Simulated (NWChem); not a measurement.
CH$_{4}$AlBr; SMILES [Br][AlH][CH3]

```xyz
7

Al    -0.6824     1.0321     0.0184
H     -2.2598     1.1479     0.0799
Br     0.1463    -1.0994    -0.0066
C      0.5676     2.5353    -0.0138
H      1.4185     2.3491    -0.6791
H      0.9809     2.7132     0.9884
H      0.0746     3.4614    -0.3327
```
Atoms are numbered in this order, from 1.

Results from NWChem. Pople sets run with spherical d functions. Geometry: optimised at B3LYP/6-31G* (spherical d). Vzz is the largest principal value of the second derivative of the potential at the nucleus (NWChem prints the opposite sign); η is the asymmetry. Non-relativistic.

| level | Vzz Al1 (a.u.) | η Al1 | Vzz Br3 (a.u.) | η Br3 |
|---|---|---|---|---|
| PBE/def2-SVP | 0.966 | 0.73 | 2.535 | 0.52 |
| PBE/6-31G* | [?] | 0.77 | [?] | 0.52 |
| CAM-B3LYP/def2-TZVP | 1.278 | 0.69 | 2.573 | 0.48 |
| CAM-B3LYP/def2-SVP | 1.033 | 0.71 | 2.568 | 0.46 |

Problem. Some entries are withheld; supply them.

Solution. 
- PBE/6-31G*, Vzz Al1 (a.u.): 0.909
- PBE/6-31G*, Vzz Br3 (a.u.): 2.494
